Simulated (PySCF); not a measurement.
SMILES FC[C@@H]1C(C(=O)O)=CO1, C$_{5}$H$_{5}$FO$_{3}$

Geometry:
| atom | x (Å) | y (Å) | z (Å) |
| --- | --- | --- | --- |
| O1 | 1.581 | -1.479 | -0.613 |
| C2 | 1.643 | -0.426 | -0.026 |
| O3 | 2.790 | 0.071 | 0.465 |
| C4 | 0.509 | 0.429 | 0.245 |
| C5 | 0.208 | 1.556 | 0.926 |
| O6 | -1.123 | 1.564 | 0.677 |
| C7 | -0.961 | 0.342 | -0.099 |
| C8 | -1.702 | -0.861 | 0.443 |
| F9 | -2.995 | -0.881 | -0.003 |
| H10 | 3.520 | -0.536 | 0.265 |
| H11 | 0.704 | 2.313 | 1.503 |
| H12 | -1.225 | 0.523 | -1.142 |
| H13 | -1.216 | -1.773 | 0.080 |
| H14 | -1.734 | -0.843 | 1.537 |

The calculation used GIAO wB97X-D/pcSseg-1 magnetisability, rotational g tensor and spin-rotation constants, non-relativistic, gas phase in PySCF. Geometry: GFN2-xTB.

Task: What are the magnetisability and the molar susceptibility?

Result: Isotropic -1013 × 10⁻³⁰ J/T², or -61.0 × 10⁻⁶ cm³/mol; principal values -1081, -1009, -949 × 10⁻³⁰ J/T², anisotropy 115 × 10⁻³⁰ J/T² (root of half the summed squared differences of the principal values). The susceptibility is in cgs units.

Task: Split it along the inertial axes a, b, c into diamagnetic and paramagnetic parts about the centre of mass, with the quadrupole moment.

Result: 
```
axis  χ (10⁻⁶ cm³/mol)  diamagnetic (10⁻⁶ cm³/mol)  paramagnetic (10⁻⁶ cm³/mol)  summed x² of all electrons (Å²)  quadrupole Θ (D Å)
   a             -60.8                      -485.6                        424.8                            243.8               -1.23
   b             -57.6                     -1114.4                       1056.8                             95.6               -2.52
   c             -64.7                     -1439.9                       1375.3                             18.9               +3.75
```
Anisotropies 2χaa − χbb − χcc = +0.6 and 2χbb − χaa − χcc = +10.3 × 10⁻⁶ cm³/mol. Θ is traceless in Buckingham's convention.

Task: And the rotational g tensor?

Result: 
```
axis  rotational constant (GHz)        g  nuclear part  electronic part
   a                     2.9294  -0.0398        0.5449          -0.5847
   b                     1.0791  -0.0159        0.5199          -0.5358
   c                     0.8209  -0.0108        0.5196          -0.5304
```
Asymmetric top; isotopes 12C, 19F, 1H, 16O; no vibrational averaging.
